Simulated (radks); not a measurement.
Species: In1.9+. Configuration: [Kr] 4d(up 5, down 4.1) 5s2 (fractional occupations, a model configuration). All-electron calculation, scalar-relativistic Kohn-Sham, PBE, spin-polarised, spherical densities, finite nucleus; Fermi nuclear charge, rms radius 4.6156 fm. Program: a radial shooting solver on a logarithmic mesh with Libxc functionals. Some entries of the table are withheld. Estimate them.

| orbital | occ. | eigenvalue (hartree) | <1/r> (bohr^-1) | <r> (bohr) |
|---|---|---|---|---|
| 1s up | 1 | -1020.733 | 51.85 | 0.02971 |
| 1s down | 1 | -1020.733 | 51.85 | 0.02971 |
| 2s up | 1 | -153.5585 | 11.82 | 0.1285 |
| 2s down | 1 | -153.5505 | 11.82 | 0.1285 |
| 2p up | 3 | -137.9165 | 11.38 | 0.1122 |
| 2p down | 3 | -137.9104 | 11.38 | 0.1122 |
| 3s up | 1 | -29.81717 | 4.182 | 0.3486 |
| 3s down | 1 | -29.81329 | 4.182 | 0.3486 |
| 3p up | 3 | -24.69481 | 3.982 | 0.3471 |
| 3p down | 3 | -24.69036 | 3.982 | 0.3471 |
| 3d up | 5 | -16.74393 | 3.754 | 0.3243 |
| 3d down | 5 | -16.73688 | 3.754 | 0.3243 |
| 4s up | 1 | -5.22278 | 1.639 | (1) |
| 4s down | 1 | -5.19433 | 1.639 | (2) |
| 4p up | 3 | -3.68882 | 1.486 | 0.9155 |
| 4p down | 3 | -3.66007 | 1.486 | 0.9156 |
| 4d up | 5 | -1.46979 | 1.173 | 1.136 |
| 4d down | 4.1 | -1.44298 | 1.170 | 1.140 |
| 5s up | 1 | -0.90058 | (3) | 2.278 |
| 5s down | 1 | -0.89191 | (4) | 2.291 |

Answer. 
(1) 4s up <r> (bohr): 0.8450
(2) 4s down <r> (bohr): 0.8448
(3) 5s up <1/r> (bohr^-1): 0.5657
(4) 5s down <1/r> (bohr^-1): 0.5620
